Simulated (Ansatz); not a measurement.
C$_{4}$H$_{2}$F$_{4}$ (`FC1=CC(F)C1(F)F`). Total charge 0; spin multiplicity 1.

```xyz
10

F     1.446   -1.395    1.343
C     0.746   -0.651    0.528
C     0.789   -0.413   -0.781
C    -0.452    0.436   -0.743
F    -0.272    1.749   -1.078
C    -0.477    0.172    0.791
F    -0.329    1.263    1.554
F    -1.554   -0.497    1.252
H     1.431   -0.725   -1.591
H    -1.329    0.060   -1.276
```

(1) What are the harmonic wavenumbers in cm⁻¹ at PBE0-D4/def2-TZVP (Ansatz, finite differences of forces, unscaled)? (Best estimate.)

(2) Is this a minimum?

(3) Give the ideal-gas thermochemistry at 298.15 K and 1 bar (rigid rotor, harmonic oscillator; point group C1, symmetry number 1).

(4) And at 400, 500, 600, 800 and 1000 K?

(5) Rotational constants (cm⁻¹)?

## Answers

(1) Computed: 123, 213, 230, 270, 326, 494, 518, 622, 678, 740, 798, 886, 989, 1045, 1121, 1159, 1225, 1233, 1280, 1361, 1428, 1748, 3103, 3269.

(2) Yes, all 24 modes are real.

(3) Zero-point energy 148.7 kJ/mol; H(298) − E = 168.3 kJ/mol; entropy 340.7 J/(mol·K), of which translation 169.2, rotation 117.5, vibration 54.0; G(298) − E = 66.8 kJ/mol.

(4) 
```tsv
T (K)	H − E (kJ/mol)	S (J/mol/K)	G − E (kJ/mol)
400	180.3	375.0	30.3
500	194.2	405.8	-8.8
600	209.7	434.1	-50.8
800	244.3	483.8	-142.7
1000	282.2	526.0	-243.8
```

(5) 0.09252, 0.06527, 0.04985.
